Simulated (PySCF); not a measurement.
TiOBr, SMILES [O]=[Ti][Br] (connectivity only; charge and spin as stated), neutral, multiplicity 2. Atoms are numbered in the order given.

```xyz
3

Ti     0.4277     1.1356     0.0000
O     -0.8160     2.1712     0.0000
Br    -0.0823    -1.2101     0.0000
```
Charge 0, spin multiplicity 2.

Geometry: PBE-D3(BJ)/def2-TZVP. The spin state was assumed, not searched.

Calculation: PySCF with PBE-D3(BJ)/def2-TZVP.

Frequencies are harmonic and unscaled.

| mode | ν (cm⁻¹) | IR (km/mol) | moving atoms (share of kinetic energy) |
|---|---|---|---|
| 1 | 130 | 3.3 | O 66 %, Br 17 %, Ti 16 % |
| 2 | 323 | 60.7 | Ti 64 %, Br 32 % |
| 3 | 1018 | 212.8 | O 75 %, Ti 25 % |
